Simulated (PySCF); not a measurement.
Species: C₇H₁₃FO₂.
Structure used (GFN2-xTB), in Å, numbered top down from 1:
```xyz
23
C7H13FO2 angstrom
C     -1.0808   -2.3313    0.2354
C     -1.5592   -1.0405   -0.4171
C     -0.6396    0.1302   -0.0737
O      0.6181   -0.1724   -0.6361
C      1.7143    0.5428   -0.2116
C      2.9810   -0.2272   -0.5324
F      1.7665    1.7660   -0.8833
C     -1.2087    1.5374   -0.3547
C     -1.1459    1.7093    1.1635
O     -0.5813    0.4028    1.3284
H     -0.0972   -2.5953   -0.1421
H     -1.7736   -3.1404    0.0191
H     -1.0156   -2.1954    1.3120
H     -2.5640   -0.7967   -0.0688
H     -1.5727   -1.1414   -1.5030
H      1.6443    0.8041    0.8552
H      2.9909   -0.4698   -1.5914
H      3.0013   -1.1434    0.0486
H      3.8462    0.3837   -0.2909
H     -2.2017    1.5462   -0.7947
H     -0.5454    2.1837   -0.9207
H     -2.1102    1.7867    1.6711
H     -0.4716    2.4879    1.5289
```

Probes without a nucleus sit at each ring's centroid and 1 Å off its mean plane on both sides; NICS is minus the shielding there, NICSzz its component along the normal. Level: GIAO PBE0/pcSseg-1 (PySCF, non-relativistic, gas phase) on the GFN2-xTB geometry, one conformer.

Ring bond lengths (Å), with Mayer bond orders in brackets: C3–C8 1.544 (1.02), C8–C9 1.529 (1.04), C9–O10 1.433 (0.92), O10–C3 1.429 (0.92).

Task: Give the NICS values of each ring in ppm.

Result: 
```tsv
ring	type	NICS(0)	NICS(1), two faces	NICS(1)zz, two faces	rms pucker (Å)	centre to ring atoms, mean (Å)
C3–C8–C9–O10	4-membered ring with O; formal bonds all single	-2.3	-0.1 / 0.5	1.2 / 1.1	0.01	1.05
```

Task: What can be read from them?

Result: 
- C3–C8–C9–O10: mean NICS(1)zz 1.2 ppm, near zero. C3, C8, C9 have four or more neighbours; no verdict on aromaticity is drawn.

Task: List the ring angles and the Hirshfeld charges of the ring atoms.

Result: 
- C3–C8–C9–O10: C3 91.1° (+0.158 e), C8 84.6° (-0.094 e), C9 91.6° (+0.004 e), O10 92.6° (-0.153 e); sum 359.9° against 360° for a flat convex ring.

Task: What are the shieldings of the ring atoms and their hydrogens in the same run (means over atoms taken as equivalent)?

Result: 
```tsv
atoms	environment	σ isotropic (ppm)	principal values of the symmetric part, first atom (ppm)
C3	sp3 carbon bearing two oxygens	75.7	57.7, 77.1, 92.1
C8	four-membered-ring carbon	149.8	132.7, 134.8, 181.8
C9	sp3 carbon bound to oxygen	122.8	92.0, 105.9, 170.5
O10	cyclic ether oxygen	254.6	176.2, 248.9, 338.5
H20	methylene hydrogen	29.30	26.4, 27.6, 33.9
H21	methylene hydrogen	28.34	23.9, 29.5, 31.6
H22	methylene hydrogen	27.30	24.2, 24.9, 32.8
H23	methylene hydrogen	27.22	24.1, 24.9, 32.6
```
